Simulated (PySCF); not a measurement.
CF3, SMILES F[C+](F)F, charge +1. Coordinates come from a B3LYP-D3(BJ)/def2-TZVP optimisation.

TDA-LC-ωPBE/def2-SVPD (PySCF 2.14.0) puts the lowest singlet excitations at 8.60, 10.10, 10.10, 11.41, 11.41, 13.44 eV.

**Question.** What are the lowest excitation roots from PySCF with ADC(2)/aug-cc-pVDZ? (An estimate is asked for; the answer gives what the named calculation found.)

**Answer.** 8.75, 10.29, 10.29, 10.55, 10.55, 13.06 eV. S1 differs by 0.14 eV (second minus first; roots are paired by order, and the bases may differ).
